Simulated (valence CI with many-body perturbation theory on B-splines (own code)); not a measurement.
**E1 transitions of Os26+**

Method: valence CI with perturbative core correlation (CI+MBPT): four valence electrons over a frozen Dirac-Fock core [Kr] 4d10, a basis of 7 s, 7 p, 7 d, 7 f, 4 g, 2 h functions for each j, with the one-electron correlation potential Σ1 (screened to all orders), the two-electron term Σ2, the three-electron term Σ3, Breit, model QED; selected single and double excitations, second order for the rest, scaled by the run's own slope (own B-spline code, finite nucleus).

No measured spectrum was set against this ion. As an estimate, large intervals hold to a few tenths of a per cent, small ones and those within an open d or f shell to about a per cent. Excitations out of the core, of the other parity, are not computed and may begin above about 171 eV (a cautious bound); beyond it only levels of the ground parity were kept, without lifetimes.

Lines 201 to 250 of 364 in falling wavelength, among levels below 1380200 cm⁻¹, chosen from the strongest by gf and those to the six lowest levels. Wavelengths and rates use the calculated energies. Electric multipoles are in the length gauge, E1 and E2 with the static RPA response of the core. Weak lines are less certain than strong ones. Lines between different terms over intervals too small for the method are left out, as are lines whose strength nearly cancels. Where a level lies close to another of its J and parity, the split of strength between their lines is uncertain. The highest levels of a list are the least certain.

Levels are named by their leading jj configuration (3d3/2^4 stands for four electrons in 3d with j = 3/2), which in mixed levels can hold well under half, so a name can repeat and another be missing. Letters in brackets count levels of one name in rising energy.

```tsv
λ vac (nm)	Upper	Lower	A (s⁻¹)	S (a.u.) with core polarisation	S without
28.26	(4f5/2^2 4f7/2 5p1/2) J=3	(4f5/2^2 4f7/2 5s) J=3 [c]	3.70e+08	2.89e-02	3.69e-02
28.20	(4f5/2^3 5p1/2) J=3	(4f5/2^2 4f7/2 5s) J=4 [b]	2.76e+08	2.14e-02	2.75e-02
28.18	(4f5/2^2 4f7/2 5p1/2) J=4	(4f5/2^2 4f7/2 5s) J=4 [b]	1.34e+08	1.34e-02	1.72e-02
28.15	(4f5/2^2 4f7/2 5p1/2) J=2	(4f5/2^2 4f7/2 5s) J=2 [b]	3.12e+08	1.72e-02	2.20e-02
28.07	(4f5/2^2 4f7/2 5p1/2) J=1	(4f5/2^2 4f7/2 5s) J=1 [a]	1.96e+09	6.41e-02	8.21e-02
28.04	(4f5/2^3 5p1/2) J=3	(4f5/2^2 4f7/2 5s) J=3 [b]	7.02e+08	5.35e-02	6.87e-02
28.04	(4f5/2^3 5p1/2) J=5	(4f5/2^3 5s) J=5	5.19e+09	6.21e-01	7.96e-01
28.03	(4f5/2^2 4f7/2 5p1/2) J=4	(4f5/2^2 4f7/2 5s) J=3 [b]	6.48e+08	6.34e-02	8.13e-02
27.91	(4f5/2^2 4f7/2 5p1/2) J=7	(4f5/2^2 4f7/2 5s) J=6 [b]	7.36e+09	1.19e+00	1.52e+00
27.89	(4f5/2^2 4f7/2 5p1/2) J=3	(4f5/2^2 4f7/2 5s) J=2 [b]	2.83e+09	2.12e-01	2.72e-01
27.83	(4f5/2^2 4f7/2 5p1/2) J=2	(4f5/2^2 4f7/2 5s) J=3 [b]	2.43e+08	1.29e-02	1.65e-02
27.80	(4f5/2^3 5p1/2) J=3	(4f5/2^2 4f7/2 5s) J=2 [a]	7.43e+07	5.52e-03	7.07e-03
27.78	(4f5/2^2 4f7/2 5p1/2) J=1	(4f5/2^2 4f7/2 5s) J=2 [b]	3.10e+09	9.83e-02	1.26e-01
27.74	(4f5/2^2 4f7/2 5p1/2) J=6	(4f5/2^2 4f7/2 5s) J=5 [a]	7.46e+09	1.02e+00	1.31e+00
27.72	(4f5/2^2 4f7/2 5p1/2) J=3	(4f5/2^2 4f7/2 5s) J=4 [b]	2.66e+09	1.96e-01	2.51e-01
27.68	(4f5/2 4f7/2^2 5p1/2) J=6	(4f5/2^2 4f7/2 5s) J=6 [b]	4.30e+09	5.86e-01	7.51e-01
27.66	(4f5/2^3 5p1/2) J=2	(4f5/2^3 5s) J=2 [a]	6.78e+09	3.54e-01	4.54e-01
27.62	(4f5/2^2 4f7/2 5p1/2) J=5 [b]	(4f5/2^2 4f7/2 5s) J=6 [b]	3.45e+06	3.95e-04	4.92e-04
27.59	(4f5/2^2 4f7/2 5p1/2) J=2	(4f5/2^2 4f7/2 5s) J=2 [a]	6.11e+08	3.17e-02	4.06e-02
27.57	(4f5/2^2 4f7/2 5p1/2) J=3	(4f5/2^2 4f7/2 5s) J=3 [b]	3.92e+09	2.84e-01	3.63e-01
27.57	(4f5/2 4f7/2^2 5p1/2) J=6	(4f5/2^2 4f7/2 5s) J=5 [b]	4.03e+05	5.42e-05	6.63e-05
27.51	(4f5/2^2 4f7/2 5p1/2) J=5 [b]	(4f5/2^2 4f7/2 5s) J=5 [b]	5.71e+09	6.45e-01	8.26e-01
27.47	(4f5/2^3 5p1/2) J=3	(4f5/2^3 5s) J=2 [b]	6.05e+09	4.33e-01	5.55e-01
27.47	(4f5/2^3 5p1/2) J=3	(4f5/2^2 4f7/2 5s) J=3 [a]	5.63e+09	4.03e-01	5.17e-01
27.47	(4f5/2^2 4f7/2 5p1/2) J=5 [b]	(4f5/2^2 4f7/2 5s) J=4 [a]	8.19e+09	9.21e-01	1.18e+00
27.45	(4f5/2^2 4f7/2 5p1/2) J=4	(4f5/2^2 4f7/2 5s) J=3 [a]	5.57e+07	5.11e-03	6.54e-03
27.45	(4f5/2^2 4f7/2 5p1/2) J=6	(4f5/2^2 4f7/2 5s) J=6 [a]	5.89e+09	7.81e-01	1.00e+00
27.43	(4f5/2^3 5p1/2) J=5	(4f5/2^3 5s) J=4	9.36e+09	1.05e+00	1.34e+00
27.42	(4f5/2^2 4f7/2 5p1/2) J=5 [a]	(4f5/2^2 4f7/2 5s) J=5 [a]	4.16e+09	4.66e-01	5.97e-01
27.34	(4f5/2^3 5p1/2) J=2	(4f5/2^3 5s) J=1	7.89e+09	3.98e-01	5.10e-01
27.34	(4f5/2^2 4f7/2 5p1/2) J=3	(4f5/2^2 4f7/2 5s) J=2 [a]	2.42e+09	1.71e-01	2.19e-01
27.32	(4f5/2^2 4f7/2 5p1/2) J=4	(4f5/2^2 4f7/2 5s) J=5 [b]	9.60e+09	8.69e-01	1.11e+00
27.30	(4f5/2^3 5p1/2) J=3	(4f5/2^2 4f7/2 5s) J=4 [a]	3.94e+06	2.77e-04	3.52e-04
27.30	(4f5/2^3 5p1/2) J=1	(4f5/2^3 5s) J=2 [a]	1.13e+10	3.41e-01	4.37e-01
27.28	(4f5/2^2 4f7/2 5p1/2) J=4	(4f5/2^2 4f7/2 5s) J=4 [a]	4.10e+09	3.70e-01	4.74e-01
27.27	(4f5/2^2 4f7/2 5p1/2) J=2	(4f5/2^3 5s) J=2 [b]	3.07e+09	1.53e-01	1.97e-01
27.26	(4f5/2^2 4f7/2 5p1/2) J=2	(4f5/2^2 4f7/2 5s) J=3 [a]	9.22e+09	4.61e-01	5.91e-01
27.25	(4f5/2^3 5p1/2) J=4	(4f5/2^3 5s) J=5	1.01e+10	9.05e-01	1.16e+00
27.23	(4f5/2^2 4f7/2 5p1/2) J=1	(4f5/2^2 4f7/2 5s) J=2 [a]	8.47e+09	2.53e-01	3.25e-01
27.15	(4f5/2^2 4f7/2 5p1/2) J=7	(4f5/2 4f7/2^2 5s) J=7 [a]	6.42e+09	9.51e-01	1.22e+00
27.13	(4f5/2^2 4f7/2 5p1/2) J=5 [a]	(4f5/2^2 4f7/2 5s) J=6 [a]	9.82e+09	1.07e+00	1.37e+00
27.02	(4f5/2^2 4f7/2 5p1/2) J=3	(4f5/2^3 5s) J=2 [b]	1.03e+09	7.02e-02	9.01e-02
27.02	(4f5/2^2 4f7/2 5p1/2) J=3	(4f5/2^2 4f7/2 5s) J=3 [a]	7.26e+08	4.95e-02	6.34e-02
26.99	(4f5/2^3 5p1/2) J=1	(4f5/2^3 5s) J=1	2.58e+09	7.50e-02	9.61e-02
26.93	(4f5/2 4f7/2^2 5p1/2) J=6	(4f5/2 4f7/2^2 5s) J=7 [a]	1.06e+10	1.33e+00	1.71e+00
26.91	(4f5/2^2 4f7/2 5p1/2) J=1	(4f5/2^3 5s) J=2 [b]	1.54e+09	4.44e-02	5.69e-02
26.85	(4f5/2^2 4f7/2 5p1/2) J=3	(4f5/2^2 4f7/2 5s) J=4 [a]	2.91e+08	1.95e-02	2.50e-02
26.67	(4f5/2^3 5p1/2) J=4	(4f5/2^3 5s) J=4	4.88e+09	4.11e-01	5.27e-01
26.43	(4f5/2^3 5p1/2) J=3	(4f5/2^3 5s) J=2 [a]	1.12e+09	7.15e-02	9.18e-02
26.24	(4f5/2^2 4f7/2 5p1/2) J=2	(4f5/2^3 5s) J=2 [a]	1.14e+08	5.09e-03	6.50e-03
```
